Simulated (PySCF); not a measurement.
C₆ coefficients of unlike pairs at PBE

Calculated with PySCF 2.14 from the dipole response of each species, C₆(A,B) = (3/π) ∫ α_A(iu) α_B(iu) du, in atomic units, from isotropic polarisabilities. For ions this is the dispersion term alone; charge-induced terms of lower order in 1/R come first.

```
species      configuration                                                                               basis     relativity  α (bohr³)  C₆ (like pair)
     Cr  [Ar] 3d5 4s1 (7S)    aug-cc-pVTZ with one added diffuse shell each of s, p, d, f, g type (9s8p6d4f3g)           none      72.67           612.0
    Mn⁺  [Ar] 3d5 4s1 (7S)  x2c-QZVPPall with one added diffuse shell each of s, p, d, f, g type (12s8p6d5f3g)  spin-free X2C      27.49           143.4
   Ne²⁺  [He] 2s2 2p4 (3P)           x2c-TZVPPall with one added diffuse shell each of s, p, d type (6s4p3d1f)  spin-free X2C     0.8668           1.097
     Mg      [Ne] 3s2 (1S)     aug-cc-pCVTZ-DK with one added diffuse shell each of s, p, d, f type (9s8p6d4f)  spin-free X2C      73.89           658.0
```

Estimate C₆ for Ne²⁺ with Cr.

The integral gives 15.81. The combination rule 2 C_A C_B / (C_A α_B/α_A + C_B α_A/α_B) gives 13.53 and the geometric mean 25.91.

No spin-orbit coupling is included.

The other pairs:

```tsv
pair	C₆
Mn⁺, Cr	289.3
Mg, Mn⁺	295.7
Mg, Ne²⁺	14.71
Mg, Cr	632.0
Ne²⁺, Mn⁺	9.169
```
